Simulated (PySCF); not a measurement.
NICS in rings of unrelated molecules.

Probes without a nucleus sit at each ring's centroid and 1 Å off its mean plane on both sides; NICS is minus the shielding there, NICSzz its component along the normal. Level: GIAO PBE0/pcSseg-1 (PySCF, non-relativistic, gas phase) on the GFN2-xTB geometries, one conformer each. Atom numbers follow the mapped SMILES.

Question: Order these rings by mean NICS(1)zz, lowest (most negative) first (ppm).
A. ring C4–C5–C10 in `[CH3:1][SiH2:2][S:3][C:4]1=[C:5]([O:6][C:7]([CH3:8])=[O:9])[CH2:10]1`
B. ring C4–C5–C6–C7–C8–C9 in `[CH3:1][CH2:2][NH:3][c:4]1[cH:5][cH:6][cH:7][cH:8][cH:9]1`
C. ring C4–N5–C6–C8–C9–P10 in `[CH3:1][C:2](=[O:3])[c:4]1[n:5][c:6]([Cl:7])[cH:8][cH:9][p:10]1`
D. ring C7–C8–Si9–C10 in `[CH3:1][O:2]/[CH:3]=[CH:4]\[C@H:5]([CH3:6])[C:7]1=[CH:8][SiH2:9][CH2:10]1`
E. ring C4–C5–O6–C7–C8–C9 in `[CH3:1][C:2]#[C:3][C:4]1=[CH:5][O:6][CH2:7][CH2:8][CH2:9]1`
F. ring P3–C4–C5–S6–C7–C8 in `[OH:1][CH2:2][P:3]1[CH2:4][CH2:5][S:6][CH2:7][CH2:8]1`
G. ring C4–C5–C6–N7–C8–C9 in `[CH3:1][CH2:2][CH2:3][c:4]1[cH:5][cH:6][n:7][cH:8][cH:9]1`

Answer: G (-28.2), B (-25.4), C (-23.6), A (-9.1), E (1.3), D (3.3), F (4.7).

```csv
SMILES,ring,NICS(0),NICS(1),NICS(1)zz,HOMA,rms pucker (Å),ring atoms with four or more neighbours
CCCc1ccncc1,6-membered ring with N; formal bonds all aromatic,-7.6,-11.3,-28.2,0.99,0.00,0
CCNc1ccccc1,6-membered carbocycle; formal bonds all aromatic,-8.3,-10.3,-25.4,0.99,0.00,0
CC(=O)c1nc(Cl)ccp1,6-membered ring with N and P; formal bonds all aromatic,-6.9,-10.3,-23.6,0.85,0.00,0
C[SiH2]SC1=C(OC(C)=O)C1,"3-membered carbocycle; formal bonds 1 double, 2 single",-30.1,-5.3,-9.1,–,0.00,1
CC#CC1=COCCC1,"6-membered ring with O; formal bonds 1 double, 5 single",-2.0,-2.1,1.3,–,0.20,3
CO/C=C\[C@H](C)C1=C[SiH2]C1,"4-membered ring with Si; formal bonds 1 double, 3 single",0.6,-2.5,3.3,–,0.00,2
OCP1CCSCC1,6-membered ring with P and S; formal bonds all single,-3.3,-2.4,4.7,–,0.32,4
```

NICS(0) gives another order. The isotropic NICS(1) gives another order. HOMA uses Krygowski's 1993 parameters; it is left out where a ring has a four-coordinate atom, a triple bond, no multiple bond or a kind of bond without parameters. NICS(1) and NICS(1)zz are means over the two faces.
